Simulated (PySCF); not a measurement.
Sc(OH) (HOSc), SMILES [OH][Sc]. Coordinates come from a PBE0-D3(BJ)/def2-TZVP optimisation. The spin state was assumed, not searched.

These are PBE0-D3(BJ)/def2-TZVP in PySCF 2.14.0 values and carry that method's errors.

Harmonic wavenumbers (cm⁻¹): 290, 290, 803, 3985. Rotational constants (GHz): 11.83 (linear); symmetry number 1.

Question: Work out the zero-point energy and the ideal-gas rigid-rotor harmonic-oscillator thermochemistry at 298.15 K and 1 atm.

Answer: ZPE = ½ Σ hcν = ½ × 5368 cm⁻¹ = 7.67 kcal/mol. H − E(el) = 10.34 kcal/mol. Entropy in cal/(mol K): translation 38.29, rotation 14.43, vibration 3.15, total 55.87. G − E(el) = -6.32 kcal/mol. Cp = 10.98 cal/(mol K).
